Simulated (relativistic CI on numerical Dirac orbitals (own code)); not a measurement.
# Hyperfine structure of Lu43+, mass number 176

Calculated at this level of theory: Dirac-Coulomb-Breit CI, KLI orbitals optimised for each configuration, model QED (radiative potential, 1s self-energy scaled to tabulated hydrogen-like ionisation energies), unscaled Slater integrals (own radial code, finite nucleus).

Configurations in the expansion (outside the closed core [Ne]): 3s²3p⁶3d¹⁰, 3s²3p⁶3d⁹4s, 3s²3p⁶3d⁹4p, 3s²3p⁶3d⁹4d, 3s²3p⁵3d¹⁰4s, 3s²3p⁶3d⁹4f, 3s²3p⁵3d¹⁰4p, 3s²3p⁶3d⁸4s², 3s²3p⁵3d¹⁰4d, 3s²3p⁶3d⁸4s4p, 3s3p⁶3d¹⁰4s, 3s²3p⁶3d⁹5s, 3s²3p⁶3d⁸4p², 3s²3p⁵3d¹⁰4f, 3s²3p⁶3d⁸4s4d, 3s²3p⁶3d⁹5p. Levels of other configurations are missing.

Nuclear spin I = 7, μ = 3.16 μN, Q = 4.92 b (tables of Stone and Pyykkö). The electronic factors are computed for point nuclear moments, without core polarisation or the Bohr-Weisskopf and QED corrections.

```csv
Level,E (eV),A (GHz),B (GHz)
3s²3p⁶3d⁹4s ³D3,1392.99,119.3,-330
3s²3p⁶3d⁹4s ¹D2,1394.74,-89.81,-260
3s²3p⁶3d⁹4s ³D1,1447.31,-114.8,-134
3s²3p⁶3d⁹4s ³D2,1448.46,188,-272
3s²3p⁶3d⁹4p ³P°2,1482.43,-17.05,-233
3s²3p⁶3d⁹4p ³F°2,1536.79,78.39,-245
3s²3p⁶3d⁹4p ³F°4,1565.06,18.23,202
3s²3p⁶3d⁹4p ¹D°2,1566.99,16.22,-502
```

Levels with J = 0, under 50 % of one LS term, or S terms without an open s electron are left out. Small factors come from cancelling terms and can be off by tens of per cent or more.

At this charge energies of transitions that change n are usually good to better than 1 %, and those within a shell (Δn = 0) to a few per cent.

Question: Give the hyperfine levels of 3s²3p⁶3d⁹4s ³D3 relative to its centre of gravity.

Answer: With K = F(F + 1) − I(I + 1) − J(J + 1), E = AK/2 + B[¾K(K + 1) − I(I + 1)J(J + 1)]/[2I(2I − 1)J(2J − 1)]: F = 4: -2987, F = 5: -2314, F = 6: -1529, F = 7: -646.6, F = 8: 318.2, F = 9: 1348, F = 10: 2423 GHz.

LS names give the leading component of a level, which can be under half, so a name can repeat, a term be missing and a line seem to break the LS rules.
